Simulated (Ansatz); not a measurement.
A structure relaxed at r2SCAN-D4/def2-SVPD in Ansatz, charge -1, singlet:

```xyz
9

P    -2.244   -0.955    0.624
Si    0.078    2.153    0.138
Si    3.209   -0.705   -0.576
Si   -0.709    0.425    1.772
Si   -1.136    2.446   -1.905
Si    1.321    0.004    0.443
Si   -0.165   -1.970    1.044
Si    1.332   -2.057   -0.783
Si   -1.686    0.660   -0.758
```

Question: Give its formula.

Answer: the cluster Si8P⁻.

Question: Summarise the bond lengths by kind (pairs closer than 1.2 times the sum of covalent radii, bridged metal pairs left out).

Answer: 12 × Si–Si 2.19 to 2.56 Å; 3 × P–Si 2.20 to 2.36 Å.

The restricted singlet is unstable towards broken spin symmetry in Hartree–Fock (as tested in another run); at r2SCAN-D4/def2-SVPD this wasn't settled. Another isomer (singlet) lies 2.37 eV lower at PBE0-D4/def2-TZVPD; other spin states weren't run for this one.
